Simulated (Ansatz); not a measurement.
| atom | x (Å) | y (Å) | z (Å) |
| --- | --- | --- | --- |
| C | 0.0095 | -0.0221 | -0.8034 |
| C | 0.0330 | -0.0221 | 0.7899 |
| H | -0.0065 | -0.9748 | -1.1584 |
| H | -0.8928 | 0.5155 | -1.1156 |
| H | 0.8813 | 0.5612 | -1.1719 |
| H | -0.0147 | 1.0278 | 1.2128 |
| H | -0.9313 | -0.5094 | 1.1877 |
| H | 0.8981 | -0.5601 | 1.1574 |

Basis set: 6-31G (spherical functions). Left uncorrelated: 2 orbitals. Charge 0, multiplicity 1.

Computed with Ansatz (development build ahead of 0.2.0); each method stands on the lowest determinant of its kind that the runs found. Restricted open shells among the atoms or ions are ROHF, correlated in semicanonical orbitals with singles.

Problem. Give the atomization energy at this shape (free ground-state atoms in the same class of orbitals less the molecule, no zero-point energy) of singlet C2H6 by RHF-MP2, RHF.

Solution.

```
 method  atomization energy
RHF-MP2     617.89 kcal/mol
    RHF     528.91 kcal/mol
```

This basis has no polarisation functions and is too small for such energies, which can lie far from measured ones in either direction.
